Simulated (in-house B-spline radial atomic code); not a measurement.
# Ionising Pb³⁺ with different functionals

Computed with an all-electron radial atomic-structure program (B-spline basis): four-component Dirac-Coulomb Hamiltonian, Fermi nucleus of rms radius 5.5012 fm, spin-restricted, spherical fractional occupations for the functionals. The ionisation energy is the difference of two self-consistent energies, [Xe] 4f14 5d10 6s1 → [Xe] 4f14 5d10, without Breit or QED terms; ε is the level of the shell that loses the electron (mean over j).

Hybrids are left out here: with spherical fractional occupations of an open shell their exact exchange keeps a self-interaction that integer-occupation calculations don't have.

```tsv
method	rung	ΔSCF (eV)	-ε(6s) (eV)
LDA VWN5	LDA	?	?
relativistic LDA	LDA	43.05	37.84
LDA PW92	LDA	43.16	37.94
LDA exchange-only	LDA	41.80	36.58
PBE	GGA	42.67	37.45
PBEsol	GGA	42.69	37.50
BLYP	GGA	42.83	37.55
RPBE	GGA	42.50	37.27
PW91	GGA	?	?
BP86	GGA	42.76	37.61
AM05	GGA	42.66	37.48
OLYP	GGA	42.45	37.17
```

Task: What does LDA VWN5 give?

Result: ΔSCF 43.16 eV, and -ε(6s) = 37.94 eV.

Task: What does PW91 give?

Result: ΔSCF 42.79 eV, and -ε(6s) = 37.56 eV.

Task: How do they compare with the NIST value?

Result: NIST lists 42.333 eV (measured, ground level to ground level). Errors run from -0.54 to +0.83 eV; OLYP is closest (+0.11 eV), but part of that can be cancellation, since the calculations leave out Breit-QED terms, spin polarisation.
